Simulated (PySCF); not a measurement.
Species: C₈H₈.
Z-matrix (Å and degrees, GFN2-xTB geometry), rows numbered from 1:
```
C 
C   1  1.3458
C   2  1.4535  1  118.64
C   3  1.3438  2  130.89  1  -179.87
C   4  1.4358  3  129.58  2    -0.12
C   5  1.3466  4  128.17  3    -0.15
C   6  1.4358  5  128.18  4     0.27
C   7  1.3438  6  129.58  5    -0.02
H   1  1.0761  2  121.83  3  -180.00
H   1  1.0761  2  121.84  3    -0.01
H   3  1.0846  2  112.73  1     0.09
H   4  1.0837  3  116.52  2   179.93
H   5  1.0831  4  114.60  3   179.90
H   6  1.0831  5  117.23  4  -179.86
H   7  1.0838  6  113.90  5   179.83
H   8  1.0847  2  112.73  1     0.10
```

The closed-shell ground state was solved at several levels (PySCF, density fitting, gas phase, non-relativistic).

| level | basis functions | HOMO (eV) | LUMO (eV) | gap (eV) | dipole (D) |
| --- | --- | --- | --- | --- | --- |
| PBE0/pcSseg-1 | 176 | -5.57 | -1.85 | 3.72 | 0.70 |
| wB97X-D/def2-SVPD | 224 | -7.22 | -0.14 | 7.08 | 0.67 |

What might PBE0/def2-SVPD (224 basis functions) give for the same quantities?

HOMO -5.58 eV, LUMO -1.88 eV, gap 3.70 eV, dipole 0.71 D.

Over all these levels, which gives the widest orbital gap and which the narrowest?

wB97X-D/def2-SVPD (range-separated hybrid) has the widest, 7.08 eV, and PBE0/def2-SVPD (global hybrid, 25 % exact exchange) the narrowest, 3.70 eV. The two share the basis. From the narrowest to the widest the HOMO moves by -1.64 eV and the LUMO by +1.74 eV.

How far do the dipole and the HOMO energy spread over the levels?

The dipole runs from 0.67 to 0.71 D (mean 0.69 D) and the HOMO from -7.22 to -5.57 eV.
